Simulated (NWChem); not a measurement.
CH2F2O2Si; SMILES O=CO[SiH](F)F

```xyz
8

O     -0.9267     1.8502     0.0000
C      0.2643     1.8290     0.0000
O      1.0096     0.7066     0.0000
Si     0.3949    -0.8510     0.0000
F     -0.5088    -1.0860    -1.2992
F     -0.5088    -1.0860     1.2992
H      0.9202     2.7233     0.0000
H      1.5462    -1.7584     0.0000
```
Atoms are numbered in this order, from 1.

Results from NWChem. Coordinates come from a PBE0/def2-SVP optimisation. Level: PBE0/def2-SVP with SMD (1 M gas to 1 M solution), gas-phase geometry. Reactions with the solvent are ignored.

For solvent water:

```yaml
cavity-dispersion-structure term (kcal/mol): 5.3
dipole in solution (D): 3.69
```

**Question.** How do the values read with solvent toluene instead?

**Answer.** The cavity-dispersion-structure term (kcal/mol) is 0.1 and the dipole in solution (D) comes out as 3.17.
